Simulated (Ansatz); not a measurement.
Geometry optimisation, RKS B3LYP/def2-SVP in Ansatz 0.2.0.

The input (input.yaml):

```yaml
crystal:
  periodic: [false, false, false]
  atoms:
    - { symbol: Si, position_ang: [0.0, 0.0, 0.0] }
    - { symbol: H, position_ang: [0.0, 0.0, 1.81] }
    - { symbol: H, position_ang: [1.3768, 0.0, -0.4862] }
    - { symbol: F, position_ang: [-0.7489, 1.2974, -0.5295] }
    - { symbol: F, position_ang: [-0.7489, -1.2974, -0.5295] }
    - { symbol: O, position_ang: [-1.879, 0.0, 0.6243] }
    - { symbol: H, position_ang: [-2.4241, -0.6297, 0.053] }
    - { symbol: H, position_ang: [-0.9605, 0.0, 1.7351] }
basis:
  gaussian: { orbitals: def2-SVP }
hamiltonian:
  xc: b3lyp
relax:
  f_tol: 0.15
  max_steps: 25
  restrain:
    - { distance: [0, 5], at: 1.68, k: 30.0 }
    - { distance: [7, 1], at: 0.66, k: 30.0 }
    - { distance: [0, 1], at: 2.66, k: 30.0 }
    - { distance: [7, 5], at: 2.21, k: 30.0 }
output:
  orbitals: {}
```

Launched with:

```bash
$ ansatz run input.yaml --threads 1 --pin off --max-ram 2048MiB --backend cpu --events-out ev --progress --plain --runs-dir out
```

Task: Where does it end, and by what steps?

Result: The forces met the threshold. The restraints hold the end off the free minimum. After 19 steps the energy has fallen by 4.969 eV (the restraints' own energy left out); F5 moved furthest, 1.35 Å. Joined: H2–H8 (0.96 → 0.72 Å).

| step | energy less start (eV) | largest force component (eV/Å) | accepted |
| --- | --- | --- | --- |
| 0 | 0.0000 | 4.281 | yes |
| 1 | -0.3498 | 4.850 | yes |
| 2 | -1.3393 | 3.534 | yes |
| 3 | -3.1266 | 2.713 | yes |
| 4 | -3.8334 | 1.938 | yes |
| 5 | -4.1992 | 1.646 | yes |
| 6 | -4.5807 | 1.497 | yes |
| 7 | -4.7906 | 1.645 | yes |
| 8 | -4.8116 | 1.798 | yes |
| 9 | -4.5638 | 3.110 | no |
| 10 | -4.8162 | 1.441 | no |
| 11 | -4.8237 | 1.750 | yes |
| 12 | -4.8436 | 1.654 | yes |
| 13 | -4.8763 | 1.623 | yes |
| 14 | -4.9182 | 1.510 | yes |
| 15 | -4.9564 | 1.504 | yes |
| 16 | -4.9634 | 1.547 | yes |
| 17 | -4.9977 | 0.549 | no |
| 18 | -4.9758 | 1.233 | yes |
| 19 | -4.9686 | 1.465 | yes |

```xyz
8
Properties=species:S:1:pos:R:3
Si -0.434 -0.216 -0.324
H 0.056 0.803 2.093
H 0.833 -0.750 0.178
F -0.315 1.378 -0.522
F -0.726 -0.822 -1.794
O -1.723 -0.607 0.649
H -2.537 -0.834 0.181
H -0.538 0.420 2.216
```

Time of the run: 57 s on 1 thread of Arm Neoverse V1 (shared host), peak memory 0.15 GiB.
